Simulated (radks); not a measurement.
Q: Species: Hg IV. Configuration: [Xe] 4f14 5d9. Calculated with a radial shooting solver on a logarithmic mesh with Libxc functionals: Dirac Kohn-Sham, BLYP, spin-unpolarised, spherical densities, point nucleus; open shells are shared between the two j in proportion to 2j + 1. Some entries of the table are withheld. Estimate them.

orbital,occ.,eigenvalue (hartree),<r^2> (bohr^2),r(max) (bohr)
1s1/2,2,-3053.526,0.0003806,0.01022
2s1/2,2,-541.7714,0.005736,0.05934
2p1/2,2,-519.7802,(1),0.04361
2p3/2,4,-448.1686,(2),0.05110
3s1/2,2,-129.5041,0.03723,0.1670
3p1/2,2,-119.6178,0.03392,0.1558
3p3/2,4,-103.7560,0.04031,0.1710
3d3/2,4,-87.42048,0.03086,(3)
3d5/2,6,-84.02244,0.03259,(4)
4s1/2,2,-29.44813,0.1799,0.3761
4p1/2,2,-25.21324,0.1832,0.3741
4p3/2,4,-21.38156,0.2155,0.4052
4d3/2,4,-14.46955,0.2264,0.3975
4d5/2,6,-13.75544,0.2377,0.4071
5s1/2,2,-5.58672,0.9086,0.8277
4f5/2,6,-4.85957,(5),0.3642
4f7/2,8,-4.70538,(6),0.3687
5p1/2,2,-4.18526,1.057,0.8720
5p3/2,4,-3.50491,1.272,0.9506
5d3/2,3.6,-1.60077,2.156,1.128
5d5/2,5.4,-1.52479,2.303,1.162

A: 
(1) 2p1/2 <r^2> (bohr^2): 0.004053
(2) 2p3/2 <r^2> (bohr^2): 0.005239
(3) 3d3/2 r(max) (bohr): 0.1330
(4) 3d5/2 r(max) (bohr): 0.1372
(5) 4f5/2 <r^2> (bohr^2): 0.2770
(6) 4f7/2 <r^2> (bohr^2): 0.2848
